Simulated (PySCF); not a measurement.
**Rh⁺: excitation energy**

Rh⁺ [Kr] 4d8 (3F) → Rh⁺ [Kr] 4d7 5s1, s spin flipped, as a difference of total energies. All numbers are calculated (PySCF 2.14, a scalar-relativistic core potential, in def2-TZVPPD with the def2 core potential (28 electrons)). Correlated levels: valence: 4s2 4p6 frozen; valence and next inner shell: nothing frozen outside the core potential. The calculations carry no spin-orbit coupling.

```json
{"method": "UHF", "excitation energy (eV)": "2.236"}
{"method": "LDA", "excitation energy (eV)": "2.795"}
{"method": "PBE", "excitation energy (eV)": "2.858"}
{"method": "PBE0", "excitation energy (eV)": "2.871"}
{"method": "r2SCAN", "excitation energy (eV)": "2.740"}
{"method": "B3LYP", "excitation energy (eV)": "2.703"}
{"method": "M06-2X", "excitation energy (eV)": "2.728"}
{"method": "M06", "excitation energy (eV)": "2.524"}
{"method": "PBEsol", "excitation energy (eV)": "2.878"}
{"method": "MP2 (valence)", "excitation energy (eV)": "2.971"}
{"method": "SCS-MP2 (valence)", "excitation energy (eV)": "2.971"}
{"method": "MP2 (valence and next inner shell)", "excitation energy (eV)": "2.831"}
{"method": "SCS-MP2 (valence and next inner shell)", "excitation energy (eV)": "2.785"}
```

Problem. How much does correlation contribute at MP2 (valence and next inner shell)?

Solution. 2.831 − (2.236) = 0.595 eV, measured against UHF.

The upper determinant mixes two multiplicities, so it lies between the two terms.
